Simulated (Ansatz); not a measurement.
The lowest singlet and triplet of CH2S (SMILES C=S); geometries from B3LYP-D3(BJ)/def2-TZVP, each state relaxed from the structure named, with no frequency check.
Singlet at the triplet's geometry (charge 0, multiplicity 1):
```xyz
4

C     -1.0231     0.1733     0.2882
S      0.5784    -0.0925    -0.1546
H     -1.5685     1.0056    -0.1374
H     -1.5475    -0.5646     0.8815
```

A positive gap puts the triplet lower; no zero-point energy. R- takes a restricted singlet. U- takes an unrestricted singlet (broken symmetry where lower, unprojected). The triplet is unrestricted in single-reference levels. Active spaces average the two states.

Correlated levels freeze the cores.

Codes used: Ansatz (Gaussian basis) for Hartree–Fock, density functionals and correlated methods. Each number belongs to the level named beside it.

```
level                                         gap E(singlet) − E(triplet), vertical, at the triplet's geometry (kJ/mol)
--------------------------------------------  -------------------------------------------------------------------------
U-HF/cc-pV(D+d)Z (spin-contaminated)                                                                              -86.8
R-B3LYP/def2-TZVPP                                                                                               -146.6
U-BHLYP/def2-TZVPP                                                                                               -126.6
R-B2PLYP/def2-TZVPP                                                                                              -157.2
R-SCS-MP2/cc-pV(T+d)Z                                                                                                 ?
U-CCSD/cc-pV(D+d)Z (spin-contaminated)                                                                           -155.0
R-CCSD(T)/cc-pV(D+d)Z                                                                                                 ?
FIC-NEVPT4(SD) on SA-CASSCF(4,3)/cc-pV(Q+d)Z                                                                     -175.4
FIC-MRCISD+Q on SA-CASSCF(4,3)/cc-pV(Q+d)Z                                                                       -176.9
```

Question: Some entries are withheld; supply them.

Answer: 
- R-SCS-MP2/cc-pV(T+d)Z, gap E(singlet) − E(triplet), vertical, at the triplet's geometry (kJ/mol): -182.2
- R-CCSD(T)/cc-pV(D+d)Z, gap E(singlet) − E(triplet), vertical, at the triplet's geometry (kJ/mol): -170.9

Doubts at one or more of the structures used: a restricted determinant that unrestricted orbitals would lower (R-SCS-MP2/cc-pV(T+d)Z, R-CCSD(T)/cc-pV(D+d)Z); T1 above 0.05 (U-CCSD/cc-pV(D+d)Z (spin-contaminated)).

Ansatz is an electronic-structure program.
